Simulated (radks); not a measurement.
Sc V, configuration [Ne] 3s1.75 3p5 4f0.25 (fractional occupations, a model configuration). Calculated with a radial shooting solver on a logarithmic mesh with Libxc functionals: non-relativistic Kohn-Sham, revPBE, spin-polarised, spherical densities, point nucleus; open shells are filled with parallel spins first.

Local quantities along the radius. ELF = 1/(1 + alpha^2) is the electron localisation function; alpha = (tau - tau_W)/tau_unif compares the Pauli kinetic energy density with that of the uniform gas (summed over spins).

r (bohr)	ELF	alpha
0.004107	1.000	0.01392
0.004668	1.000	0.01437
0.005348	1.000	0.01493
0.006127	1.000	0.01561
0.007019	1.000	0.01642
0.008042	1.000	0.01740
0.009213	1.000	0.01860
0.01056	1.000	0.02008
0.01209	1.000	0.02193
0.01385	0.999	0.02425
0.01575	0.999	0.02703
0.01804	0.999	0.03084
0.02067	0.999	0.03587
0.02368	0.998	0.04266
0.02713	0.997	0.05203
0.03108	0.996	0.06529
0.03561	0.993	0.08459
0.0408	0.987	0.1135
0.04674	0.976	0.1582
0.05312	0.952	0.2238
0.06086	0.899	0.3348
0.06973	0.792	0.5132
0.07989	0.617	0.7872
0.09153	0.428	1.156
0.1049	0.301	1.525
0.1201	0.260	1.687
0.1376	0.301	1.524
0.1577	0.421	1.172
0.1792	0.576	0.8578
0.2053	0.719	0.6254
0.2352	0.806	0.4905
0.2695	0.846	0.4269
0.3088	0.848	0.4237
0.3538	0.798	0.5029
0.4053	0.634	0.7596
0.4643	0.331	1.421
0.532	0.139	2.491
0.6046	0.121	2.691
0.6927	0.271	1.641
0.7936	0.601	0.8152
0.9093	0.808	0.4881
1.042	0.867	0.3910
1.193	0.866	0.3937
1.367	0.818	0.4719
1.567	0.686	0.6769
1.795	0.386	1.261
2.04	0.089	3.193
2.337	0.009	10.41
2.677	0.002	20.73
3.068	0.002	20.15
3.514	0.003	17.48
4.026	0.003	17.42
4.613	0.003	19.77
5.285	0.002	25.41
6.055	0.001	37.60
6.882	0.000	63.58
7.884	0.000	135.5
9.033	0.000	365.2

On this mesh the ELF has minima near r = 0.12, 0.60 bohr, which separate the shells, and maxima near 0.31 (0.85), 1.0 (0.87).
